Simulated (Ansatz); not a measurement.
Mulliken charges of `F/C=C1/C[SiH2]1` from PBE/def2-TZVPP in Ansatz (PBE0-D4/def2-TZVP geometry).

```tsv
atom	x (Å)	y (Å)	z (Å)	charge (e)
F1	-1.890	-1.704	-0.986	-0.148
C2	-1.228	-0.545	-1.089	0.050
C3	-0.300	-0.188	-0.234	-0.120
C4	0.606	1.008	-0.067	-0.199
Si5	0.776	-0.344	1.208	0.244
H6	-1.562	0.030	-1.949	0.085
H7	1.390	1.139	-0.810	0.091
H8	0.133	1.947	0.215	0.091
H9	1.942	-1.251	1.154	-0.047
H10	0.217	-0.144	2.561	-0.047
```

By hand: the dipole of these point charges (1 e Å = 4.8032 D).

Σ q r = (0.227, 0.312, 0.033) e Å, of length 0.387 e Å = 1.86 D.

How does the dipole of the full density compare? (Estimate.)

Ansatz gave: (0.167, 0.256, 0.004) e Å, 1.47 D; the point charges give 1.27 times that, at 5° from its direction.

Point charges leave out the atoms' own dipoles, such as those of lone pairs, and Mulliken's split depends on the basis, so the two needn't agree.
